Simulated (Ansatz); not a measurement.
One change: `[OH][Mg-]1[O]C=CC=[O+]1` becomes `[F][Mg-]1[O]C=CC=[O+]1`.

Ansatz, PBE0-D4/def2-TZVP geometries, multiplicity 1. Each molecule was computed in one conformer, which needn't be the lowest.

```tsv
property	`[OH][Mg-]1[O]C=CC=[O+]1`
HOMO energy (PBE/def2-TZVPP) / eV	-5.80
HOMO–LUMO gap (ωB97M-V/def2-TZVPP) / eV	9.66
HOMO energy (ωB97M-V/def2-TZVPP) / eV	-9.54
HOMO energy (B3LYP/def2-TZVPP) / eV	-7.10
ideal-gas entropy at 298 K and 1 bar (rigid rotor, harmonic PBE0-D4/def2-TZVP) / J/(mol·K)	371
HOMO–LUMO gap (B3LYP/def2-TZVPP) / eV	4.87
```

(1) Give the same properties after the change, and the shifts. (An estimate is asked.)

Results:

(1) Ansatz gave: 
```tsv
property	`[F][Mg-]1[O]C=CC=[O+]1`	shift
HOMO energy (PBE/def2-TZVPP) / eV	-6.61	-0.81
HOMO–LUMO gap (ωB97M-V/def2-TZVPP) / eV	9.68	0.02
HOMO energy (ωB97M-V/def2-TZVPP) / eV	-9.77	-0.23
HOMO energy (B3LYP/def2-TZVPP) / eV	-7.48	-0.38
ideal-gas entropy at 298 K and 1 bar (rigid rotor, harmonic PBE0-D4/def2-TZVP) / J/(mol·K)	349	-22
HOMO–LUMO gap (B3LYP/def2-TZVPP) / eV	5.03	0.16
```

With PBE0 the HOMO falls by 0.34 eV and the LUMO falls by 0.22 eV, so the gap widens by about 0.12 eV. PBE moves the HOMO by -0.81 eV and ωB97M-V by -0.23 eV. The zero-point energy changes by -26.9 kJ/mol with -3 modes.

Positive LUMOs are unbound, so they and the gaps depend on the basis.

B3LYP here is the variant with VWN-RPA as its local correlation; programs differ in this.
